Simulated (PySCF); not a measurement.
Species: C4H5N3.
Z-matrix (Å and degrees, GFN2-xTB geometry), rows numbered from 1:
```
C 
C   1  1.4884
C   2  1.4058  1  122.70
N   3  1.3153  2  121.29  1   179.89
N   4  1.3064  3  119.42  2     0.10
C   5  1.3151  4  118.56  3    -0.06
N   2  1.3241  1  118.70  3   179.95
H   1  1.0891  2  110.06  3    59.23
H   1  1.0891  2  110.00  3   -59.50
H   1  1.0863  2  109.80  3   179.89
H   3  1.0804  2  122.36  1    -0.06
H   6  1.0815  5  116.98  4   179.93
```

The closed-shell ground state was solved at several levels (PySCF, density fitting, gas phase, non-relativistic).

```csv
level,basis functions,HOMO (eV),LUMO (eV),gap (eV),dipole (D)
wB97X-D/def2-SVPD,180,-8.77,-0.14,8.63,3.46
PBE0/pcSseg-1,144,-6.83,-1.87,4.96,3.43
```

(1) What might B3LYP/pcJ-1 (239 basis functions) give for the same quantities?

(2) Over all these levels, which gives the widest orbital gap and which the narrowest?

(3) How far do the dipole and the HOMO energy spread over the levels?

Answers

(1) HOMO -6.55 eV, LUMO -2.05 eV, gap 4.50 eV, dipole 3.38 D.

(2) wB97X-D/def2-SVPD (range-separated hybrid) has the widest, 8.63 eV, and B3LYP/pcJ-1 (global hybrid, 20 % exact exchange) the narrowest, 4.50 eV. Functional and basis both differ between the two, so the spread mixes both effects.

(3) The dipole runs from 3.38 to 3.46 D (mean 3.42 D) and the HOMO from -8.77 to -6.55 eV.
